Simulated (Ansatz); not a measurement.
Competing steps

Reactants: SiH₄O ([OH][SiH3]) + H₂O + NH₃ (brackets give SMILES or just the links). Saddle points were found for several chosen steps; others may exist. Gas-phase electronic energies, without zero-point energy, by CCSD(T) at an estimated basis limit (MP2 extrapolated from triple and quadruple zeta, plus CCSD(T) − MP2 in triple zeta); Ansatz 0.2.0, def2-TZVPP and QZVPP, frozen cores, on PBE0-D4/def2-TZVP structures. Extrapolation: Hartree–Fock as exp(−7.88 √X), correlation as X^−2.97. No counterpoise correction.

(1) Rank the steps by the energy of their saddle points, lowest first, and give each saddle's height above the lowest. (Judge from chemistry; the value comes from the calculation.)
A. ligand exchange through a proton shuttle, to SiNH₅O ([NH2][SiH2][OH]) + H₂O + H₂ (breaks or loosens H–N, H–O, H–Si; forms H–H, H–O, N–Si)
B. ligand exchange through a proton shuttle, to SiH₄O₂ ([OH][SiH2][OH]) + NH₃ + H₂ (breaks or loosens H–N, H–O, H–Si; forms H–H, H–N, O–Si)

(2) Does the lowest of these saddles lead to the lowest end structure (the products still in contact)? (A judgement: the text doesn't fix the answer.)

The T1 diagnostic stays at or below 0.012.

For scale, one of the runs: CCSD(T)/def2-TZVPP, 261 basis functions, launched by `ansatz run in.yaml --threads 8 --pin off --events-out ev --progress --plain --max-ram 19148MiB`. Hardware: 8 CPU threads of an Arm Neoverse V1, shared host. Wall time 100 s; peak host memory 6.4 GiB.

Answers

(1) By the calculation: B (0.000 eV), A (0.593 eV). Heights count from the lowest.

The lowest of these saddles lies at 0.609 eV relative to the separated reactants.

(2) By the calculation: Yes. Relative to the separated reactants, the ends lie at -1.370 (SiH₄O₂ ([OH][SiH2][OH]) + NH₃ + H₂); -0.888 (SiNH₅O ([NH2][SiH2][OH]) + H₂O + H₂) eV.
